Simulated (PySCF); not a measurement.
Species: C₅H₇Cl₂O (doublet state).
Structure used (GFN2-xTB), in Å, numbered top down from 1:
```
atom  x, y, z in Å
C1     2.657    0.001   -0.417
C2     1.298   -0.109   -0.367
C3     0.510    0.667    0.467
C4    -0.947    0.571    0.574
Cl5   -1.352   -0.167    2.211
Cl6   -1.660    2.219    0.584
C7    -1.693   -0.255   -0.478
O8    -1.334   -1.603   -0.474
H9     3.242   -0.613   -1.077
H10    3.184    0.704    0.204
H11    0.811   -0.838   -0.999
H12    0.982    1.385    1.122
H13   -2.772   -0.130   -0.312
H14   -1.446    0.134   -1.470
H15   -1.486   -1.957    0.412
```

The hyperfine couplings belong to this conformer and change with its torsions.

As a line formula: `[CH2]/C=C/C(Cl)(Cl)CO` [radical].

Theory: UKS B3LYP, pcH-1 on C Cl H O, non-relativistic, mean-field spin-orbit, GIAO (PySCF). Isolated species at its GFN2-xTB geometry (one conformer only). A GFN2-xTB geometry isn't a minimum of the functional, and hyperfine couplings can be far from their values at a DFT geometry. Stability of the SCF solution: not tested. ⟨S²⟩ is 0.775 where a pure state has 0.75.

The Mulliken spin populations are largest on C1 (+0.64), C3 (+0.62), C2 (-0.25) and Cl5 (+0.06). The angles at C1 add up to 360.0°, so it is planar.

(1) Test a(H) = Q·ρ(C) for the protons on planar carbons with a spin population beyond ±0.08.

(2) Leave H10 and its like out of the fit. How well does the relation then predict its coupling?

Answers

(1) 
```tsv
H	C	ρ(C)	a(H) (G)	a/ρ (G)
H9	C1	+0.639	-14.26	-22.3
H10	C1	+0.639	-13.50	-21.1
H11	C2	-0.252	+4.25	-16.9
H12	C3	+0.621	-14.04	-22.6
```

A least-squares line through the origin gives Q = -21.7 G with Mulliken populations. In every row coupling and population have opposite signs. Where ρ is negative the coupling is positive.

(2) The other protons give Q = -21.8 G, so a = -21.8 × 0.639 = -13.93 G, against the computed -13.50 G.

Couplings in gauss use g_iso = 2.0018.
